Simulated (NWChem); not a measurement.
System: GaICl2; SMILES [Cl][Ga]([Cl])[I]

```xyz
4

Ga     0.0000     0.0000    -0.7701
Cl     0.0000     1.8230    -1.8713
Cl     0.0000    -1.8230    -1.8713
I      0.0000     0.0000     1.6858
```
Atoms are numbered in this order, from 1.

Level: PBE0/def2-SVP with def2 effective core potentials on I (NWChem), optimised geometry, unscaled harmonic frequencies. def2 effective core potentials on I; no spin-orbit coupling.

```csv
frequency (cm⁻¹),IR intensity (km/mol)
91,2.5
118,6.9
124,8.5
248,15.6
424,70.3
467,74.7
```

zero-point energy: 2.1 kcal/mol
thermal correction to the enthalpy at 298.15 K (with zero-point energy): 6.5 kcal/mol
heat capacity Cv: 16.3 cal/(mol K)
entropy at 298.15 K and 1 atm (symmetry number 2): 84.6 cal/(mol K)

Rigid rotor and harmonic oscillator; modes under 100 cm⁻¹ make the entropy uncertain.
